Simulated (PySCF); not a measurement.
Quadrupolar nuclei of `CN(C)[SiH2]O[SiH2][SiH3]` in NMR

C2H13NOSi3.
Atom-mapped SMILES: `[CH3:1][N:2]([CH3:3])[SiH2:4][O:5][SiH2:6][SiH3:7]` (hydrogens: H8, H9, H10 on C1; H11, H12, H13 on C3; H14, H15 on Si4; H16, H17 on Si6; H18, H19, H20 on Si7)

Cartesian coordinates in Å at the PBE0-D3(BJ)/def2-SVP level; atoms count from 1:
```xyz
20
C2H13NOSi3 angstrom
C     -1.6189    1.2641   -0.5646
N     -0.8857    0.5962    0.4819
C     -0.1821    1.4855    1.3764
Si    -1.1899   -1.0366    0.9757
O      0.2465   -1.8656    1.0946
Si     1.6389   -1.9473    0.1784
Si     1.6465   -0.3058   -1.5024
H     -2.1216    0.5318   -1.2130
H     -2.3910    1.9521   -0.1670
H     -0.9412    1.8623   -1.2015
H      0.5496    2.1050    0.8266
H     -0.8656    2.1732    1.9124
H      0.3799    0.9130    2.1308
H     -2.0815   -1.6247   -0.0650
H     -1.7965   -1.1403    2.3339
H      1.7337   -3.2993   -0.4541
H      2.8175   -1.7746    1.0811
H      2.8275   -0.5484   -2.3937
H      1.7693    1.0809   -0.9586
H      0.4133   -0.4032   -2.3439
```

Computed at PBE0/pcSseg-1 (PySCF, non-relativistic):

```csv
atom,environment,nucleus,spin I,Q (b),CQ = χzz (MHz),η
N2,silicon-bound nitrogen,14N,1,0.02044,-5.086,0.399
O5,siloxane oxygen,17O,5/2,-0.0256,-6.414,0.209
```

**Question.** Recover the principal values of the field gradient from CQ = 234.96 MHz × Q × Vzz, η = (Vxx − Vyy)/Vzz and a zero trace.

**Answer.** Vxx = −Vzz(1 − η)/2 and Vyy = −Vzz(1 + η)/2, in au:

| atom | Vxx (au) | Vyy (au) | Vzz (au) | Vzz (10²¹ V/m²) |
| --- | --- | --- | --- | --- |
| N2 | 0.318 | 0.741 | -1.059 | -10.29 |
| O5 | -0.422 | -0.645 | 1.066 | 10.36 |

**Question.** PQ = |CQ|√(1 + η²/3), νQ = 3|CQ|/[2I(2I − 1)], ν0 = |g|·7.62259 MHz/T·B with g(14N) = 0.40376, g(17O) = −0.75752: values at 16.45 T?

**Answer.** 
| atom | PQ (MHz) | νQ (MHz) | ν0 (MHz) | νQ/ν0 |
| --- | --- | --- | --- | --- |
| N2 | 5.220 | 7.630 | 50.63 | 0.151 |
| O5 | 6.461 | 0.962 | 94.99 | 0.010 |

For N2: PQ = 5.086 × 1.0262, νQ = 5.086 × 1.5000, ν0 = 3.0777 MHz/T × 16.45 T.

**Question.** Second-order quadrupolar shift of the central transition's centre of gravity (half-integer spins, νQ < ν0/10) at 16.45, 18.8 and 23.5 T.

**Answer.** From −(3/40)(PQ/ν0)²[I(I + 1) − 3/4]/[I(2I − 1)]², which goes as 1/B² (ppm):

```json
{"site": "17O at O5", "16.45 T": "-27.8", "18.8 T": "-21.3", "23.5 T": "-13.6"}
```

**Question.** Quadrupolar 1/T1 and linewidth for τc = 5 ps (extreme narrowing, isotropic tumbling)?

**Answer.** Rate = (3π²/10) PQ² τc (2I + 3)/[I²(2I − 1)], the same for T1 and T2; width = rate/π.

| site | spin factor (2I + 3)/[I²(2I − 1)] | 1/T1 (s⁻¹) | T1 (ms) | linewidth (Hz) |
| --- | --- | --- | --- | --- |
| 14N at N2 | 5.000 | 2020 | 0.496 | 642 |
| 17O at O5 | 0.320 | 198 | 5.06 | 62.9 |

Solvent, lattice and vibrations would change these gradients. Geometry: PBE0-D3(BJ)/def2-SVP, one conformer, isolated molecule. With a basis this small, the couplings can be 20 % off.

The run behind these numbers computed NMR shieldings as well. On one thread of an Arm Neoverse V1, shared host, this took 39 s and 0.98 GiB of memory at its peak.
